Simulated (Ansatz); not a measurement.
AlB2H7OSi, SMILES `BOB[SiH2][AlH2]`. Total charge 0; spin multiplicity 1. The structure was optimised at the PBE0-D4/def2-TZVP level. It is one conformer, not always the lowest.

```xyz
12

B     2.532   -0.210    1.155
O     1.654   -0.390    0.170
B     0.723   -0.612   -0.759
Si   -1.228   -0.767   -0.252
Al   -2.230    1.465   -0.461
H     3.043   -1.174    1.648
H     2.776    0.910    1.503
H     1.089   -0.652   -1.903
H    -1.914   -1.715   -1.179
H    -1.378   -1.272    1.145
H    -2.261    2.450    0.786
H    -2.806    1.967   -1.853
```

(1) What is the dipole moment at r2SCAN/def2-TZVPP? (Best estimate.)

(2) And with PBE, B3LYP, ωB97M-V? (Estimate.)

(3) Give the Mulliken charges with r2SCAN, ωB97M-V, B3LYP in def2-TZVPP. (An estimate is asked.)

Answers

(1) The calculation gave: 0.07 D, with components (0.06, -0.03, -0.03) D in this frame, pointing from negative to positive charge.

(2) Computed: PBE 0.06 D, B3LYP 0.08 D, ωB97M-V 0.09 D.

(3) Computed: 
| atom | r2SCAN | ωB97M-V | B3LYP |
| --- | --- | --- | --- |
| B1 | 0.13 | 0.01 | 0.04 |
| O2 | -0.19 | -0.15 | -0.14 |
| B3 | 0.11 | 0.01 | 0.10 |
| Si4 | -0.02 | -0.12 | -0.02 |
| Al5 | 0.46 | 0.35 | 0.38 |
| H6 | -0.01 | 0.04 | 0.01 |
| H7 | -0.01 | 0.04 | 0.01 |
| H8 | 0.00 | 0.06 | 0.03 |
| H9 | -0.07 | -0.02 | -0.07 |
| H10 | -0.07 | -0.02 | -0.07 |
| H11 | -0.16 | -0.11 | -0.14 |
| H12 | -0.16 | -0.11 | -0.14 |

B3LYP here is the variant with VWN-RPA as its local correlation; programs differ in this.
